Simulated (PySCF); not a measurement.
Worked example: oscillator strength and radiative lifetime

SnHCl₂Br, SMILES [Cl][SnH]([Cl])[Br].

Coordinates come from a PBE0-D3(BJ)/def2-SVP optimisation. The structure was generated by enumeration; whether it is a known compound was not checked. The def2 effective core potentials stand for the cores of Sn; spin–orbit coupling is left out.

TDA-PBE/def2-SVPD (PySCF) puts the first singlet state with f over 0.02 at 4.70 eV (vertical), with the transition dipole (0.000, 0.000, -0.458) in atomic units.

### Question
Find the oscillator strength, the wavelength and the radiative lifetime that this transition would have in vacuum if emission retraced absorption.

### Answer

|μ|² = 0.2098 au, so |μ| = 1.16 D. ΔE = 4.70/27.211 = 0.1727 hartree. f = (2/3) ΔE |μ|² = 0.024 (the program prints 0.024).
λ = 1239.84/4.70 = 264 nm; ν = 37908 cm⁻¹.
Einstein's coefficient A = 0.6670 ν² f s⁻¹ (ν in cm⁻¹) = 2.3e7 s⁻¹, so τ = 1/A = 43 ns. This state is S3; the lower singlets have f = 0.004, 0.014. The figure is the radiative limit of this one transition; relaxation, internal conversion, crossing to triplets and a medium change what is measured.
